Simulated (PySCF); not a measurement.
C₄H₃F, SMILES C#C/C=C\F. Atoms are numbered in the order given.

```xyz
8

C      0.4148    -2.2182     0.0000
C     -0.1884    -1.1646     0.0000
C     -0.9238     0.0515     0.0000
C     -0.3751     1.2751     0.0000
F      0.9388     1.4752     0.0000
H      0.9556    -3.1454     0.0000
H     -2.0172     0.0008     0.0000
H     -0.9518     2.2042     0.0000
```

Coordinates come from a B3LYP-D3(BJ)/def2-SVP optimisation. The structure was generated by enumeration; whether it is a known compound was not checked.

Method: PBE0/pcSseg-1 run with PySCF.

GIAO shieldings, no solvent; atoms alike by connectivity are averaged. δ = σ(ref) − σ: ¹³C against TMS (σ = 186.3 ppm); ¹⁹F against CFCl3 (σ = 167.2 ppm); ¹H against TMS (σ = 31.56 ppm), references at their B3LYP-D3(BJ)/def2-TZVP geometries, non-relativistic.

Question: Estimate the chemical shifts. (An estimate is asked for; the answer gives what the named calculation found.)

Answer: 
```tsv
nucleus	atoms	count	δ (ppm)
¹³C	C4	1	171.5
¹³C	C3	1	99.8
¹³C	C1	1	96.2
¹³C	C2	1	79.0
¹⁹F	F5	1	-100.8
¹H	H8	1	7.11
¹H	H7	1	5.17
¹H	H6	1	3.59
```
